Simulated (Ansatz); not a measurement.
```yaml
crystal:
  periodic: [false, false, false]
  atoms:
    - {symbol: Sn, position_ang: [1.070386, 1.806528, 0.732796]}
    - {symbol: Cl, position_ang: [1.147913, 0.790938, 2.888476]}
    - {symbol: Cl, position_ang: [3.292863, 2.187127, 0.053395]}
    - {symbol: Cl, position_ang: [-0.109397, 3.832347, 0.952095]}
    - {symbol: N, position_ang: [0.146835, 0.715394, -0.758045]}
    - {symbol: C, position_ang: [-1.263518, 0.386406, -0.480307]}
    - {symbol: C, position_ang: [-1.260600, -0.939929, 0.318080]}
    - {symbol: C, position_ang: [0.100392, -1.601557, -0.043557]}
    - {symbol: C, position_ang: [0.765191, -0.597647, -1.017381]}
    - {symbol: H, position_ang: [-1.760091, 0.244618, -1.468471]}
    - {symbol: H, position_ang: [-1.786267, 1.227572, 0.018654]}
    - {symbol: H, position_ang: [-2.129564, -1.576877, 0.059917]}
    - {symbol: H, position_ang: [-1.315189, -0.734249, 1.406059]}
    - {symbol: H, position_ang: [0.724014, -1.728025, 0.864124]}
    - {symbol: H, position_ang: [-0.017746, -2.602477, -0.503609]}
    - {symbol: H, position_ang: [1.870999, -0.547800, -0.948750]}
    - {symbol: H, position_ang: [0.523768, -0.862369, -2.073464]}
basis:
  gaussian: {orbitals: def2-TZVP, initial_orbitals: start.molden}
total_charge: 1
magnetization: {spin_polarized: true, initial_magnetization: 1}
hamiltonian: {xc: {name: wB97X-V}}
scf: {omitted_lower_state_checks: [starts]}
output: {orbitals: {seedname: orbitals}}
```

The file start.molden holds the orbitals of an earlier run on this structure, at another level or in another basis.

```sh
$ ansatz run in.yaml --threads 4 --pin off --events-out ev --progress --plain --max-ram 6963MiB
```

(1) Does this run fit into the memory that it is given?

## Answers

(1) No. It has 364 basis functions, and Ansatz plans for 7.27 GiB where 6.79 GiB are given.
